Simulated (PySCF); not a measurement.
**Radial density of As (arsenic, neutral)**

UHF, [Ar] 3d10 4s2 4p3, high-spin 4S determinant. Calculation: PySCF 2.14, in cc-pVTZ-PP with ECP10MDF (5s4p3d1f, 39 functions); scalar relativity through the core potential. This is the valence pseudo-density: the core potential removes the inner electrons and smooths the orbitals near the nucleus.

```tsv
r (bohr)	4πr²ρ (e/bohr)	4πr²(ρα − ρβ)
0.000991	2.979e-05	0.0000
0.00167	8.372e-05	0.0000
0.00280	0.0002324	0.0000
0.00471	0.0006248	0.0000
0.00793	0.001560	0.0000
0.0133	0.003459	0.0000
0.0224	0.006977	0.0000
0.0377	0.01432	0.0000
0.0635	0.06476	-0.0001
0.107	0.5530	-0.0014
0.180	3.766	-0.0032
0.302	16.37	0.0638
0.508	30.80	0.1361
0.855	13.60	0.0135
1.44	3.473	0.9685
2.42	1.992	1.2655
4.07	0.3443	0.2845
6.84	0.008432	0.0081
```

Energies and moments cover only the electrons outside the core potential.

**Question.** Where is the radial spin density 4πr²(ρα − ρβ) most negative, and why is it negative at all?

**Answer.** Around r = 0.180 bohr, down to -0.0032 e/bohr: exchange with the open shell polarises the paired shells in an unrestricted calculation.
